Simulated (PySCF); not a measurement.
Species: C4H8F2Si.
Cartesian coordinates in Å at the PBE0-D3(BJ)/def2-SVP level; atoms count from 1:
```xyz
15
C4H8F2Si angstrom
C     -1.088    1.348    0.969
C     -0.542    0.421    0.169
Si    -1.470   -1.202   -0.109
C      0.771    0.684   -0.521
C      1.852   -0.313   -0.182
F      1.474   -1.556   -0.580
F      2.987   -0.004   -0.842
H     -0.594    2.310    1.157
H     -2.054    1.194    1.461
H     -0.888   -2.326    0.684
H     -2.883   -0.993    0.332
H     -1.452   -1.573   -1.555
H      0.651    0.643   -1.618
H      1.150    1.688   -0.270
H      2.077   -0.360    0.899
```

All values: PBE0/pcSseg-1 and CAM-B3LYP/def2-SVPD (PySCF, non-relativistic), on one gas-phase PBE0-D3(BJ)/def2-SVP geometry that isn't relaxed in the solvent. The solvent is an IEF-PCM continuum (Bondi radii, 1.10 Å for H, scaled by 1.2). Specific hydrogen bonds and non-electrostatic terms are outside this model.

Gas phase at PBE0/pcSseg-1: HOMO -7.97 eV, LUMO -0.65 eV, dipole 2.19 D.

Question: What does the continuum do to the energy, the frontier levels and the dipole at PBE0/pcSseg-1 in chloroform and water?

Answer: 
```json
{"solvent": "chloroform", "ε": "4.711", "E(solvent) − E(gas) (kJ/mol)": "-10.39", "polarisation term (kJ/mol)": "-11.34", "distortion of the solute (kJ/mol)": "0.95", "HOMO (eV)": "-7.79", "LUMO (eV)": "-0.47", "dipole (D)": "2.62"}
{"solvent": "water", "ε": "78.36", "E(solvent) − E(gas) (kJ/mol)": "-14.74", "polarisation term (kJ/mol)": "-16.74", "distortion of the solute (kJ/mol)": "2.00", "HOMO (eV)": "-7.74", "LUMO (eV)": "-0.42", "dipole (D)": "2.83"}
```

The polarisation term is half the interaction of the solute with the surface charges that it induces; the rest is the cost of distorting the solute's density. The sum is the electrostatic part of solvation alone. From chloroform to water the lowering changes by a factor 1.42, Onsager's factor (ε − 1)/(2ε + 1) by 1.38 and ε itself by 16.6.

Question: Which radius a makes the point-dipole formula ΔE = −[(ε − 1)/(2ε + 1)]·μ²/a³ give the value in water, with the gas-phase dipole?

Answer: μ = 0.860 au and |ΔE| = 0.00561 Eh give a = 2.12 Å; the farthest nucleus lies 3.10 Å from the centroid of the nuclei, so such a sphere wouldn't even hold the nuclei. The formula assumes a rigid point dipole at the centre of a sphere.

Question: Give the dipole vector in the frame of the coordinates (D, pointing from negative to positive charge), gas and water.

Answer: Gas (-0.67, 1.72, 1.18), solvent (-0.72, 2.27, 1.52). Its length changes by +29 % and its direction by 3°.

Question: Which Hirshfeld charges (PBE0/pcSseg-1) respond most in chloroform (means over atoms taken as equivalent)?

Answer: 
```tsv
atoms	environment	gas (e)	solvent (e)	change
F6/F7	fluorine of a CF2 group	-0.093	-0.101	-0.008
H15	methine hydrogen	+0.047	+0.055	+0.008
H8	vinylic hydrogen	+0.046	+0.052	+0.006
H13/H14	methylene hydrogen	+0.049	+0.053	+0.004
H9	vinylic hydrogen	+0.049	+0.051	+0.002
Si3	SiH3 silicon	+0.286	+0.284	-0.002
```

Gas phase at CAM-B3LYP/def2-SVPD: HOMO -9.30 eV, LUMO 0.42 eV, dipole 2.29 D.

Question: What does the continuum do to the energy, the frontier levels and the dipole at CAM-B3LYP/def2-SVPD in chloroform?

Answer: 
```tsv
solvent	ε	E(solvent) − E(gas) (kJ/mol)	polarisation term (kJ/mol)	distortion of the solute (kJ/mol)	HOMO (eV)	LUMO (eV)	dipole (D)
chloroform	4.711	-11.09	-12.31	1.22	-9.11	0.62	2.78
```

Question: How does the static polarisability (CAM-B3LYP/def2-SVPD, frozen core, with the continuum's full static response) change?

Answer: 
```json
{"medium": "gas", "isotropic (au)": "78.4", "principal values (au)": "64.0, 82.7, 88.5", "⟨r²⟩ of the electrons (bohr²)": "1097.0"}
{"medium": "chloroform", "isotropic (au)": "96.5", "principal values (au)": "79.7, 98.7, 111.2", "⟨r²⟩ of the electrons (bohr²)": "1097.1"}
```

The isotropic value in chloroform is 1.23 times the gas-phase one; no cavity-field correction is applied. ⟨r²⟩ is taken about the centre of nuclear charge.
